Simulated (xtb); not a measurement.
C5H6O2, SMILES C=C=CCC(=O)O. All values are semi-empirical tight-binding results from xtb (GFN2-xTB unless named), good for trends rather than for accurate numbers. Geometry optimised at GFN2-xTB. The values are those of a single conformer.

Optimised geometry:

```xyz
13

C     -3.2278     0.6589     0.3492
C     -2.0469     0.1475     0.4839
C     -0.8693    -0.3779     0.6140
C      0.0815    -0.6086    -0.5276
C      1.4660    -0.1023    -0.1981
O      1.9591    -0.0510     0.8947
O      2.1210     0.2798    -1.3035
H     -3.3969     1.7218     0.4175
H     -4.0972     0.0450     0.1747
H     -0.4961    -0.6645     1.5881
H      0.1789    -1.6851    -0.7094
H     -0.2653    -0.1381    -1.4475
H      3.0149     0.5849    -1.0807
```

Computed properties:
```
Quantity                                         Result
----------------------------------------  -------------
orbital gap                                     4.20 eV
dipole moment                                    1.90 D
zero-point energy                         60.1 kcal/mol
G − E(el) at 298.15 K (modified RRHO)     39.7 kcal/mol
static polarisability (D4 model)             66.1 bohr³
solvation energy, GFN2-xTB/ALPB(water)    -7.6 kcal/mol
solvation energy, GFN2-xTB/ALPB(toluene)  -6.5 kcal/mol
```

Computed IR lines (harmonic; lines under 4 % of the strongest left out, lines within 3 cm⁻¹ merged):
ν (cm⁻¹): 531 (w), 625 (w), 670 (m), 851 (w), 1096 (m), 1134 (m), 1203 (w), 1268 (m), 1333 (w), 1797 (vs), 2100 (m), 3443 (w) (against the strongest line: vs over 80 %, s over 45 %, m over 15 %, w over 4 %, vw less)

Computed atomic charges and the Wiberg bond orders between heavy atoms:
charges (e) C1 -0.10, C2 -0.01, C3 -0.05, C4 -0.08, C5 0.36, O6 -0.40, O7 -0.38, H8 0.06, H9 0.06, H10 0.07, H11 0.08, H12 0.07, H13 0.33. Bond orders C1–C2 1.98, C2–C3 1.93, C3–C4 0.99, C4–C5 0.97, C5–O6 1.77, C5–O7 1.13.
